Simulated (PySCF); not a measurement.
## Does the structure fit the spectrum?

A compound C6H11FO gives the data below (simulated from a calculation) and was assigned the structure `COC/C(C)=C\CF`.

$^{13}$C{$^{1}$H} NMR (computed): δ 152.2 (C), 128.4 (CH2), 91.1 (CH2), 78.6 (CH2), 61.4 (CH3), 44.1 (CH2).

$^{1}$H NMR (600 MHz, computed): δ 5.60 (m, 1H), 5.58 (m, 1H), 5.03 (m, 2H), 3.55 (s, 3H), 3.53 (t, 2H), 2.58 (t, 2H).

In vacuum, single conformer, relativity neglected, one averaged value for each set of equivalent atoms. Geometry from GFN2-xTB; shielding tensors at PBE0/pcSseg-1 (GIAO); PySCF 2.14.

Shifts are taken against calculated references (same method and geometry level): $^{1}$H, $^{13}$C vs TMS.

**Question.** Compare with the shifts computed for the proposed structure, pairing carbons in order of shift.

**Answer.** Atom-mapped SMILES (the numbers label the heavy atoms): `[CH3:1][O:2][CH2:3]/[C:4]([CH3:5])=[CH:6]\[CH2:7][F:8]`. Each H is labelled by its parent atom.

```csv
atom,computed for proposal,given list,difference
C4,156.0,152.2,+3.8
C6,130.2,128.4,+1.8
C7,81.0,91.1,-10.1
C3,73.4,78.6,-5.2
C1,58.4,61.4,-3.0
C5,23.1,44.1,-21.0
```

The rms difference is 10.0 ppm and the largest -21.0 ppm at C5 (allylic methyl carbon). The carbon types in order of shift don't match either: C, CH, CH2, CH2, CH3, CH3 for the proposal against C, CH2, CH2, CH2, CH3, CH2 in the data. The proposal doesn't fit.

**Question.** Which isomer fits?

**Answer.** `C(C(=C)CCOC)F`.

1. Carbon types of the structure: 1 × C, 4 × CH2, 1 × CH3, which accounts for all hydrogens.
2. δC 152.2: fully substituted alkene carbon; as expected for a trigonal carbon in a double bond.
3. δC 128.4: terminal =CH2 carbon; an sp2 carbon of a C=C bond.
4. δC 91.1: allylic sp3 CH2 bonded to F; the inductive effect lowers its shielding.
5. δC 61.4: methyl carbon bonded to O; deshielded by the electronegative neighbour.

Other isomers checked: CO[C@H]1C[C@@](C)(F)C1 (rms 41.8 ppm); CC(C)(C)CC(=O)F (rms 48.7 ppm).

This is the structure that produced the data.

Splittings by $^{19}$F in the carbon and heteronuclear signals aren't shown, as no couplings were computed. Shifts are as computed. Against solution values, carbons near 30 ppm lie about +3 ppm off and those near 130 ppm about +5 ppm. Of 1309 compounds with measured shifts, 239 miss one by over three times the rms of a fit or turn the order of signals round; such compounds aren't used in these exercises. No couplings were computed; multiplicities are counted from neighbouring protons, with m where these are inequivalent, close in shift, in a saturated or five-membered ring or joined by F or P, and br s for small geminal =CH2 splittings.
